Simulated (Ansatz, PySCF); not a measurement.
Molecule: CH4BO (charge 0, doublet). It need not be the lowest isomer of its formula. SMILES: O(C)[BH]
Coordinates optimised at B3LYP-D3(BJ)/def2-TZVP (Ansatz, an electronic-structure program):
```
C
H 1 1.0889
H 1 1.0889 2 109.47
H 1 1.0910 2 110.13 3 121.23
O 1 1.4399 2 108.16 3 -117.64
B 5 1.3201 1 124.81 2 -120.76
H 6 1.2036 5 125.03 1 0.00
```
Charge 0, spin multiplicity 2.

Property: atomisation energy (electronic, to ground-state atoms); the coupled-cluster value holds the core correlation from cc-pwCVTZ, in kJ/mol. Cores are frozen in the correlated levels unless marked. UHF or UKS for open shells. No spin-orbit coupling. No relativistic terms. CBS marks a two-point X^-3 extrapolation of the correlation energy; Hartree-Fock from the larger set. [CCSD(T)-MP2]/basis is that difference in the basis named.

Level to compare with: RI-MP2/CBS(aug-cc-pVTZ,aug-cc-pVQZ)+[CCSD(T)-MP2]/aug-cc-pVTZ plus the core term (Ansatz), 2545.4 kJ/mol. It is a level with limits of its own, and the differences hold the functionals' basis error too.

### Question
Rank these functionals by how close they come to RI-MP2/CBS(aug-cc-pVTZ,aug-cc-pVQZ)+[CCSD(T)-MP2]/aug-cc-pVTZ, closest first: B3LYP/def2-TZVPD (Ansatz); TPSSh/def2-TZVPD (PySCF); revPBE/def2-TZVPD (Ansatz).

### Answer
B3LYP/def2-TZVPD (global hybrid, 2544.1 kJ/mol, difference -1.3), TPSSh/def2-TZVPD (hybrid meta-GGA, 2555.5 kJ/mol, difference 10.1), revPBE/def2-TZVPD (GGA, 2511.5 kJ/mol, difference -33.9)
